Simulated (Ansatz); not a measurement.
C$_{2}$H$_{7}$AlSSi (`C[SiH]1[CH2][Al]1[SH]`). Charge 0, multiplicity 1.

```xyz
12

C    -1.415    0.479   -1.604
Si    0.178    0.483   -0.619
C     0.119    0.711    1.288
Al    1.115   -0.933    0.966
S     2.142   -2.456    2.138
H    -1.234    0.151   -2.630
H    -1.842    1.486   -1.635
H    -2.149   -0.194   -1.156
H     1.162    1.428   -1.223
H    -0.866    0.410    1.675
H     0.401    1.662    1.737
H     2.387   -3.227    1.064
```

Problem. What are the harmonic wavenumbers in cm⁻¹ at PBE0-D4/def2-TZVP (Ansatz, finite differences of forces, unscaled)? (Estimate.)

Solution. The calculation gave: 65, 105, 134, 145, 181, 255, 310, 371, 471, 582, 589, 620, 651, 696, 753, 804, 837, 855, 899, 1266, 1344, 1444, 1447, 2186, 2706, 3028, 3047, 3130, 3144, 3147.

Problem. Is this a minimum?

Solution. Yes, all 30 modes are real.

Problem. Give the ideal-gas thermochemistry at 298.15 K and 1 bar (rigid rotor, harmonic oscillator; point group C1, symmetry number 1).

Solution. Zero-point energy 210.6 kJ/mol; H(298) − E = 236.4 kJ/mol; entropy 385.1 J/(mol·K), of which translation 168.4, rotation 118.3, vibration 98.5; G(298) − E = 121.6 kJ/mol. Modes under 100 cm⁻¹ are hindered rotations or soft bends, so the harmonic entropy is rough.
